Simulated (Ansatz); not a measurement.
HBe, doublet, at a GFN2-xTB geometry (such geometries of metal compounds can be far from the true shape) (the spin is typed, not shown lowest); PBE/def2-SVP (Ansatz, a first-principles code).

Input for Ansatz:
Ansatz 0.2 input:
```yaml
crystal:
  periodic: [false, false, false]
  atoms:
    - {symbol: Be, position_ang: [-0.00000000, -0.00000000, -0.26243405]}
    - {symbol: H, position_ang: [0.00000000, 0.00000000, 1.04973619]}
basis:
  gaussian:
    orbitals: def2-SVP
hamiltonian:
  xc: pbe
magnetization: {spin_polarized: true, initial_magnetization: 1}
```

What the program printed (banner, timings and long lists left out):

```
Functional definition: PBE
179 factors; integrals over basis functions are off by at most 5.3e-4 eV
mean field evaluation 1: about -412.9916 eV, gradient 7.7e0 eV
mean field evaluation 2: about -413.3174 eV, gradient 4.7e0 eV
mean field evaluation 4: about -413.5668 eV, gradient 2.7e-1 eV
mean field evaluation 8: about -413.5586 eV, gradient 3.0e-3 eV
mean field -413.55856103 eV, -15.1979967978 hartree, gradient 3.6e-5 eV, S^2 0.750367; 0 other end points of the search recorded, 0 dependent functions left out
reference -413.55859664 eV, -15.1979981064 hartree; 3, 2 occupied and 11, 12 virtual orbitals, 179 factors
Total energy: -413.55859664 eV, -15.1979981064 hartree
```
